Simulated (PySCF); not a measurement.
SrCl, SMILES [Cl][Sr], multiplicity 2.

Coordinates come from a B3LYP-D3(BJ)/def2-TZVPD optimisation. The spin state was assumed, not searched. The def2 effective core potentials stand for the cores of Sr; spin–orbit coupling is left out.

These are B3LYP-D3(BJ)/def2-TZVPD run with PySCF values and carry that method's errors.

Frequencies are harmonic and unscaled.

Computed harmonic wavenumbers and intensities:
```tsv
mode	ν (cm⁻¹)	IR (km/mol)	moving atoms (share of kinetic energy)
1	289	45.4	Cl 71 %, Sr 29 %
```
